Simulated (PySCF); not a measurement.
**Ionisation energy along the 26-electron series**

Calculated with PySCF 2.14 and a two-component X2C-1e Hamiltonian (Gaussian nucleus, no Breit or QED terms), each ion in its own even-tempered basis scaled to its charge; GMP2 freezes [Ne] and drops the highest virtual spinors. Values in eV. NIST values: (m) measured, (s) semi-empirical, (t) theoretical.

| ion | configuration | GHF (spin-free) | GMP2 (spin-free) | GHF (screened spin-orbit) | GMP2 (screened spin-orbit) | NIST |
| --- | --- | --- | --- | --- | --- | --- |
| I²⁷⁺ | [Ar] 3d8 | 1557.1 | 1558.3 | 1553.7 | 1554.9 | 1553 ± 4 (t) |
| Cs²⁹⁺ | [Ar] 3d8 | 1762.4 | 1763.6 | 1758.1 | 1759.3 | 1757 ± 4 (t) |

**Question.** Fill in the row of Xe²⁸⁺.

**Answer.** configuration: [Ar] 3d8; GHF (spin-free): 1658.2; GMP2 (spin-free): 1659.4; GHF (screened spin-orbit): 1654.4; GMP2 (screened spin-orbit): 1655.6; NIST: 1653 ± 4 (t).
